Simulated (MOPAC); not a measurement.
MOPAC input (PM7):

```
PM7 FORCE THERMO(298,298) PRECISE LET GEO-OK AUX(PRECISION=9) THREADS=1
CS2

S    -0.00000000 1    0.00000000 1   -1.52269508 1
C     0.00000000 1   -0.00000000 1    0.00000013 1
S    -0.00000000 1    0.00000000 1    1.52269500 1
```

Output:

```
 *******************************************************************************
 **                                                                           **
 **                              MOPAC v23.2.5                                **
 **                                                                           **
 *******************************************************************************
 ** MOPAC's Digital Object Identifier: https://doi.org/10.5281/zenodo.6511958 **
 **                                                                           **
 ** Please cite the open-source release paper for use of this MOPAC version:  **
 ** J. E. Moussa and J. J. P. Stewart (2026)                                  **
 ** MOPAC: An open-source semiempirical molecular orbital program             **
 ** J. Open Source Softw., 11(119), 8025, https://doi.org/10.21105/joss.08025 **
 *******************************************************************************

                              PM7 CALCULATION RESULTS

 *******************************************************************************
 *  PM7        - The PM7 Hamiltonian to be used
 *  GEO-OK     - OVERRIDE INTERATOMIC DISTANCE AND OTHER SAFETY CHECKS
 *  LET        - OVERRIDE SOME SAFETY CHECKS
 *  PRECISE    - TIGHTER CRITERIA TO BE USED
 *  FORCE      - FORCE CALCULATION SPECIFIED
 *  AUX        - OUTPUT AUXILIARY INFORMATION
 *  THERMO     - THERMODYNAMIC QUANTITIES TO BE CALCULATED
 *******************************************************************************
PM7 FORCE THERMO(298,298) PRECISE LET GEO-OK AUX(PRECISION=9) THREADS=1
 CS2

   ATOM   CHEMICAL          X               Y               Z
  NUMBER   SYMBOL      (ANGSTROMS)     (ANGSTROMS)     (ANGSTROMS)

     1       S         -0.00000000  *   0.00000000  *  -1.52269508  *
     2       C          0.00000000  *  -0.00000000  *   0.00000013  *
     3       S         -0.00000000  *   0.00000000  *   1.52269500  *

          CARTESIAN COORDINATES

    NO.       ATOM           X           Y           Z

     1         S         -0.0000      0.0000     -1.5227
     2         C          0.0000     -0.0000      0.0000
     3         S         -0.0000      0.0000      1.5227

 General Reference for PM7:
 "Optimization of Parameters for Semiempirical Methods VI: More Modifications to the
 NDDO Approximations and Re-optimization of Parameters", J. J. P. Stewart, J. Mol. Mod., 1:32, 19 (2013)
 https://link.springer.com/article/10.1007/s00894-012-1667-x

           Empirical Formula: C S2  =     3 atoms

      MOLECULAR POINT GROUP   :   D*h

      RHF CALCULATION, NO. OF DOUBLY OCCUPIED LEVELS = 8

          HEAT OF FORMATION =      39.545133 KCALS/MOLE

          CARTESIAN COORDINATE DERIVATIVES

   NUMBER  ATOM         X            Y            Z

     1       S      0.026842    -0.000000    -0.000000
     2       C      0.000255     0.000000     0.000000
     3       S     -0.027098    -0.000000    -0.000000

 DIPOLE           X         Y         Z       TOTAL
 POINT-CHG.     0.000    -0.000     0.000     0.000
 HYBRID         0.000     0.000     0.000     0.000
 SUM            0.000     0.000     0.000     0.000

          GRADIENT NORM =   0.03814

          MOLECULAR WEIGHT =   76.13

          ROTATIONAL CONSTANTS IN CM(-1)

          A =    0.00000000   B =    0.11339062   C =    0.11339062

           PRINCIPAL MOMENTS OF INERTIA IN UNITS OF 10**(-40)*GRAM-CM**2

          A =        0.0000   B =      246.8701   C =      246.8701

          ORIENTATION OF MOLECULE IN FORCE CALCULATION

    NO.       ATOM         X         Y         Z

     1          S      -1.5227   -0.0000    0.0000
     2          C       0.0000   -0.0000    0.0000
     3          S       1.5227    0.0000   -0.0000

    FIRST DERIVATIVES WILL BE USED IN THE CALCULATION OF SECOND DERIVATIVES

    FOR POINT-GROUP D*h  THERE ARE 120 UNIQUE SYMMETRY FUNCTIONS.


(To convert to Hartree/Bohr^2, multiply by (10^(-21) x N x a0^2)/(4.184 x 627.51) =  0.0642)

           FORCE MATRIX IN MILLIDYNES/ANGSTROM

                  S  1       C  2       S  3
 ------------------------------------------
     S    1   6.708135
     C    2   5.248802  10.498478
     S    3   1.520194   5.249243   6.708135

          HEAT OF FORMATION =      39.545133 KCALS/MOLE

          ZERO POINT ENERGY       3.923 KCAL/MOL

           NORMAL COORDINATE ANALYSIS (Total motion = 1 Angstrom)

   Root No.       1         2         3         4

                 1 Piu     1 Piu     1 Sig     1 Siu

                 381.6     381.6     658.5    1322.6

           1   -0.0000   -0.0000    0.5000   -0.1363
           2   -0.1363    0.0011    0.0000   -0.0000
           3   -0.0011   -0.1363   -0.0000   -0.0000
           4    0.0000    0.0000   -0.0000    0.7275
           5    0.7274   -0.0061   -0.0000    0.0000
           6    0.0061    0.7274   -0.0000   -0.0000
           7   -0.0000   -0.0000   -0.5000   -0.1363
           8   -0.1363    0.0011    0.0000   -0.0000
           9   -0.0011   -0.1363    0.0000    0.0000

           MASS-WEIGHTED COORDINATE ANALYSIS (NORMAL COORDINATES)

   Root No.       1         2         3         4

                 1 Piu     1 Piu     1 Sig     1 Siu

                 381.6     381.6     658.5    1322.6

           1   -0.0000   -0.0000    0.7071   -0.2809
           2   -0.2809    0.0023    0.0000   -0.0000
           3   -0.0023   -0.2809   -0.0000   -0.0000
           4    0.0000    0.0000   -0.0000    0.9177
           5    0.9177   -0.0077   -0.0000    0.0000
           6    0.0077    0.9177   -0.0000   -0.0000
           7   -0.0000   -0.0000   -0.7071   -0.2809
           8   -0.2809    0.0023    0.0000   -0.0000
           9   -0.0023   -0.2809    0.0000    0.0000

          DESCRIPTION OF VIBRATIONS

 VIBRATION          2    1Piu        ATOM PAIR     ENERGY CONTRIBUTION    RADIAL
 FREQUENCY           381.57         C 2 -- S 3         +49.3% ( 92.1%)      0.0%
 TRANSITION DIPOLE   0.1373         S 1 -- C 2         +49.3% ( 92.1%)      0.0%
 TRAVEL (Ang.)       0.1408         S 1 -- S 3          +1.4% ( 15.8%)      0.0%
 REDUCED MASS        8.9191
 EFFECTIVE MASS     14.5330
 FORCE CONSTANT      0.7651

 VIBRATION          3    1Sig        ATOM PAIR     ENERGY CONTRIBUTION    RADIAL
 FREQUENCY           658.50         S 1 -- S 3         +55.0% (100.0%)    100.0%
 TRANSITION DIPOLE   0.0000         S 1 -- C 2         +22.5% ( 64.0%)    100.0%
 TRAVEL (Ang.)       0.0799         C 2 -- S 3         +22.5% ( 64.0%)    100.0%
 REDUCED MASS       16.0300
 EFFECTIVE MASS     32.0600
 FORCE CONSTANT      4.0953

 VIBRATION          4    1Siu        ATOM PAIR     ENERGY CONTRIBUTION    RADIAL
 FREQUENCY          1322.60         C 2 -- S 3         +49.3% ( 92.6%)    100.0%
 TRANSITION DIPOLE  12.2342         S 1 -- C 2         +49.3% ( 92.6%)    100.0%
 TRAVEL (Ang.)       0.0756         S 1 -- S 3          +1.4% ( 15.8%)      0.0%
 REDUCED MASS        8.9191
 EFFECTIVE MASS     14.5330
 FORCE CONSTANT      9.1924

      SYMMETRY NUMBER FOR POINT-GROUP D*h =  2

          SYSTEM IS A GROUND STATE

 CS2

          MOLECULE IS LINEAR

          THERE ARE  4 GENUINE VIBRATIONS IN THIS SYSTEM
          THIS THERMODYNAMICS CALCULATION IS LIMITED TO
          MOLECULES WHICH HAVE NO INTERNAL ROTATIONS

                    CALCULATED THERMODYNAMIC PROPERTIES
                                          *
   TEMP. (K)   PARTITION FUNCTION   H.O.F.    ENTHALPY  HEAT CAPACITY ENTROPY
                                   KCAL/MOL   CAL/MOLE    CAL/K/MOL  CAL/K/MOL

 298.00  VIB.     0.1476D+01                   498.9804     4.0652     2.4479
         ROT.     0.9133D+03                   592.1869     1.9872    15.5341
         INT.     0.1348D+04                  1091.1673     6.0524    17.9820
         TRA.     0.6422D+27                  1480.4672     4.9680    38.9029
         TOT.                       39.545    2571.6345    11.0205    56.8849

   *: NOTE: HEATS OF FORMATION ARE RELATIVE TO THE
            ELEMENTS IN THEIR STANDARD STATE AT 298K
              (=  Standard Enthalpy of Formation).

            Hvib:  Zero-point energy is not included.
                   frequencies of less than zero cm-1 are not included.
            Hrot = (3/2)RT
            Htra = (3/2)RT + pV = (5/2)RT

            Heat capacity is Cp, not Cv

          For more information, see: HTTP://OpenMOPAC.net/Manual/thermochemistry.html

           FORCE CONSTANT IN CARTESIAN COORDINATES (Millidynes/A)

    ATOM   CHEMICAL       X               Y               Z
   NUMBER   SYMBOL  FORCE CONSTANT  FORCE CONSTANT  FORCE CONSTANT

      1       S        6.701858        0.216657        0.216657
      2       C       10.426064        0.867794        0.867794
      3       S        6.701858        0.216657        0.216657

 **********************
 *                    *
 * JOB ENDED NORMALLY *
 *                    *
 **********************

 == MOPAC DONE ==
```
